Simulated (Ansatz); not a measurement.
Program: Ansatz. Geometries: PBE0-D4/def2-TZVP. ΔE: electronic, gas phase. CCSD(T)/CBS adds triple-zeta CCSD(T) − MP2 to the extrapolated MP2 energy (def2 sets, frozen cores). DFT in def2-TZVPP. One conformer a species, not always the lowest.

Consider the redistribution: `CO[SiH2][AlH2]` + `C=CC([SiH3])=S` → `C=C[SiH2][AlH2]` + `COC([SiH3])=S`.

```tsv
level	ΔE (eV)
B2PLYP	0.97
PBE0	0.84
HF/def2-TZVPP	1.12
CCSD/CBS(def2)	1.03
```

(1) What does CCSD(T)/CBS give? (Best estimate.)

Largest T1 diagnostic among the species: 0.017.

## Answers

(1) The calculation gave: +1.00 eV. The listed levels differ from it by -0.03, -0.16, 0.12, 0.03 eV.

In def2-TZVPP, CCSD(T) changes the Hartree–Fock value by −0.15 eV (the triples alone add −0.03 eV) and MP2 by −0.10 eV. From PBE to PBE0 (25 % exact exchange), in def2-TZVPP and without D4, ΔE moves by +0.09 eV.
